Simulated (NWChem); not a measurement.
# CaHSF; SMILES [F][Ca][SH]

```xyz
4

Ca     0.2672     0.5908     0.0000
F     -0.3571     2.4444     0.0000
S     -0.2027    -1.9704     0.0000
H      1.1135    -2.2900     0.0000
```
Atoms are numbered in this order, from 1.

Computed with NWChem. Medium grid unless said otherwise, to which SCAN and Minnesota functionals are sensitive. All runs use the structure optimised with PBE0/def2-SVP.

Q: Order these by “dipole (D)”, lowest first: revPBE/def2-SVP; M06-L/def2-SVP; r2SCAN/def2-SVP; PW6B95/def2-SVP.

A: revPBE/def2-SVP (4.08), PW6B95/def2-SVP (4.18), r2SCAN/def2-SVP (4.34), M06-L/def2-SVP (4.50)
